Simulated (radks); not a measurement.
Results of a calculation; reference values are marked as such.
Level of theory: scalar-relativistic Kohn-Sham, r2SCAN, spin-polarised, spherical densities, finite nucleus; open shells are filled with parallel spins first (spin-orbit coupling, left out, can overturn this in heavy ions); meta-GGA in the generalised Kohn-Sham scheme; Fermi nuclear charge, rms radius of each element as measured or else 0.836 A^(1/3) + 0.57 fm (a radial shooting solver on a logarithmic mesh with Libxc functionals). Each species is in its NIST ground configuration. Rank Te4+, Tc4+, Sb4+, Rb4+, I4+, Sn4+, Cd4+, In4+, Nb4+, Mo4+, Xe4+, Ag4+, Zr4+, Pd4+, Sr4+, Rh4+, Ru4+ by mean radius of the outermost orbital (bohr), largest first.

Answer. I4+ 2.03, Sb4+ 1.95, Xe4+ 1.93, Te4+ 1.87, Nb4+ 1.60, Rb4+ 1.51, Mo4+ 1.51, Sr4+ 1.45, Tc4+ 1.43, Ru4+ 1.36, Zr4+ 1.31, Rh4+ 1.29, Pd4+ 1.25, Ag4+ 1.20, Cd4+ 1.15, In4+ 1.11, Sn4+ 1.07.
